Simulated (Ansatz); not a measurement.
CH6BGaSi, relaxed with RKS PBE-D4/def2-SVP in the Gaussian-basis code of Ansatz from a rough embedded geometry. The force threshold is 0.03 eV/Å; the program also tests the step.

Total charge 0; spin multiplicity 1. The bonds changed during the relaxation, so this is another structure than the one it started from.

Start:

```xyz
10

B     1.806   -0.013   -0.216
Si    0.150   -0.679   -0.814
C    -1.156   -0.054    0.349
Ga   -1.742    1.223   -0.046
H     2.453    0.771   -0.930
H     2.246   -0.209    0.855
H     0.157   -2.169   -0.816
H    -1.085   -0.596    1.301
H    -2.164   -0.365   -0.062
H    -0.665    2.091    0.379
```

```csv
step,energy (eV),largest force (eV/Å),largest move (Å)
1,-62030.4396,22.710,0.000
2,-62034.6206,9.192,0.195
3,-62036.8445,1.739,0.195
4,-62037.5718,1.042,0.195
5,-62037.9636,0.615,0.195
6,-62038.1795,0.673,0.197
7,-62038.3612,0.675,0.195
8,-62038.5805,0.653,0.196
9,-62038.8161,0.953,0.197
10,-62039.0867,0.951,0.196
11,-62039.3387,1.283,0.195
12,-62039.5548,0.753,0.134
13,-62039.8653,0.525,0.194
14,-62039.9505,1.077,0.195
15,-62040.0449,0.451,0.200
16,-62040.0786,0.400,0.196
17,-62040.1044,0.169,0.064
18,-62040.1101,0.135,0.032
19,-62040.1123,0.044,0.021
20,-62040.1128,0.017,0.016
```

End:

```xyz
10

B     1.560    0.160   -0.300
Si    0.194   -1.160   -0.535
C    -1.242   -0.555    0.558
Ga   -0.312    1.181    0.111
H     2.630    0.370   -0.824
H     1.438    0.696    0.860
H    -0.170   -1.866   -1.818
H    -1.215   -0.880    1.616
H    -2.267   -0.656    0.154
H    -0.617    2.709    0.179
```

Hardware: 4 threads of an Arm Neoverse V2 on a shared host. Wall time 29 s, peak host memory 0.2 GiB.
